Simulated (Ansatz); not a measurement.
Reaction (formal exchange of groups at a C–Te bond): `C=C[Te][SiH3]` + `O[SiH](O)[SiH3]` → `C=C[SiH2][SiH](O)O` + `[SiH3][TeH]`

Calculated with Ansatz (gas phase, PBE0-D4/def2-TZVP geometries, no zero-point term in ΔE). CCSD(T)/CBS adds triple-zeta CCSD(T) − MP2 to the extrapolated MP2 energy (def2 sets, frozen cores). This one scheme is used for every species. Elements past krypton have def2 core potentials. For Te outer-core shells are correlated without core-valence functions, which leaves a few kJ/mol of doubt a bond. One conformer a species, not always the lowest.

```json
{"level": "HF/def2-TZVPP", "ΔE (kcal/mol)": "-9.1"}
{"level": "MP2/def2-TZVPP", "ΔE (kcal/mol)": "-6.2"}
```

What does CCSD(T)/CBS give? (Best estimate.)

The calculation gave: -6.9 kcal/mol. The listed levels differ from it by -2.2, 0.7 kcal/mol.

Largest T1 diagnostic among the species: 0.013.

From PBE to PBE0 (25 % exact exchange), in def2-TZVPP and without D4, ΔE moves by −1.0 kcal/mol. In def2-TZVPP, CCSD(T) changes the Hartree–Fock value by +1.7 kcal/mol (the triples alone add +0.5 kcal/mol) and MP2 by +2.9 kcal/mol.
